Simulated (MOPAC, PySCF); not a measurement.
C₉H₁₄, SMILES `[C@@H]1(C=C)C[C@@H]2CC[C@H]1C2` (C–C–C–C torsion 128°), neutral singlet in the gas phase. 

Z-matrix (Å, degrees):
```
C
H 1 1.1025
C 1 1.4938 2 107.70
C 3 1.3341 1 125.18 2 -6.45
H 4 1.0932 3 121.64 1 179.92
H 4 1.0952 5 117.02 3 179.89
H 3 1.0978 4 118.50 5 0.55
C 1 1.5497 2 107.18 3 -125.33
H 8 1.0995 1 112.50 2 47.87
C 8 1.5330 9 116.61 1 115.85
H 10 1.1016 8 113.32 9 -61.86
H 10 1.1018 11 108.82 8 -126.88
C 10 1.5342 11 113.37 12 -127.14
H 13 1.0997 10 116.33 11 62.36
C 13 1.5348 14 113.85 10 117.64
H 15 1.1005 13 111.64 14 -40.22
H 15 1.1016 16 106.89 13 -122.69
C 8 1.5350 9 113.84 1 -126.70
H 18 1.0993 8 112.85 9 75.16
H 18 1.1008 19 106.53 8 120.61
C 13 1.5369 14 113.84 15 124.75
H 21 1.1010 13 110.91 14 41.31
H 21 1.1011 22 106.98 13 122.06
```
Charge 0, multiplicity 1.

All levels are single points at this geometry (PBE0-D3(BJ)/def2-SVP); Pople sets use spherical d functions. Orbital energies aren't observables, and empty levels follow the basis.

HF/3-21G in PySCF gives gap (eV) = 14.51.

**Question.** Estimate the gap (eV) from each of these levels: TPSSh-D3(BJ)/def2-TZVP in PySCF; B3LYP/6-31G* in PySCF; BP86/6-31G* in PySCF; SVWN5/6-31G* in PySCF; PM7 in MOPAC.

**Answer.** 
| level | gap (eV) |
|---|---|
| TPSSh-D3(BJ)/def2-TZVP in PySCF | 6.44 |
| B3LYP/6-31G* in PySCF | 7.31 |
| BP86/6-31G* in PySCF | 5.53 |
| SVWN5/6-31G* in PySCF | 5.47 |
| PM7 in MOPAC | 11.08 |
